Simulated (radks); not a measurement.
Isoelectronic series with 41 electrons, all held in the configuration [Kr] 4d4 5s1, which need not be the ground one along the series. All-electron calculation, scalar-relativistic Kohn-Sham, LDA (Slater exchange, Perdew-Wang correlation), spin-unpolarised, spherical densities, point nucleus. Program: a radial shooting solver on a logarithmic mesh with Libxc functionals. Total energies (hartree) and mean radii <r> (bohr):

| ion | E (hartree) | 4d | 5s | 4p | 4s |
|---|---|---|---|---|---|
| Nb | -3815.54603 | 2.216 | 3.683 | 1.302 | 1.158 |
| Mo+ | -4044.11577 | 1.798 | 3.114 | 1.228 | 1.103 |
| Tc2+ | -4280.21570 | 1.562 | 2.732 | 1.160 | 1.051 |
| Ru3+ | -4523.84165 | 1.399 | 2.455 | 1.098 | 1.004 |
| Rh4+ | -4775.00564 | 1.277 | 2.242 | 1.042 | 0.9600 |
| Pd5+ | -5033.72839 | 1.180 | 2.069 | 0.9914 | 0.9195 |
| Ag6+ | -5300.03610 | 1.100 | 1.927 | 0.9458 | 0.8822 |
| Cd7+ | -5573.95896 | 1.032 | 1.805 | 0.9043 | 0.8476 |
| In8+ | -5855.53038 | 0.9735 | 1.701 | 0.8664 | 0.8156 |
| Sn9+ | -6144.78643 | 0.9223 | 1.609 | 0.8317 | 0.7858 |
| Sb10+ | -6441.76561 | 0.8770 | 1.528 | 0.7998 | 0.7582 |
| Te11+ | -6746.50866 | 0.8364 | 1.456 | 0.7703 | 0.7323 |
| I12+ | -7059.05840 | 0.7999 | 1.391 | 0.7430 | 0.7081 |
| Xe13+ | -7379.45972 | 0.7668 | 1.331 | 0.7176 | 0.6855 |
| Cs14+ | -7707.7595 | 0.7366 | 1.277 | 0.6939 | 0.6642 |
| Ba15+ | -8044.0065 | 0.7088 | 1.228 | 0.6718 | 0.6441 |
| La16+ | -8388.2517 | 0.6833 | 1.182 | 0.6510 | 0.6252 |
| Ce17+ | -8740.5479 | 0.6596 | 1.140 | 0.6316 | 0.6073 |
| Pr18+ | -9100.9499 | 0.6377 | 1.101 | 0.6132 | 0.5904 |
| Nd19+ | -9469.5146 | 0.6172 | 1.065 | 0.5959 | 0.5743 |

4d drops below 5s between Nb and Mo+.
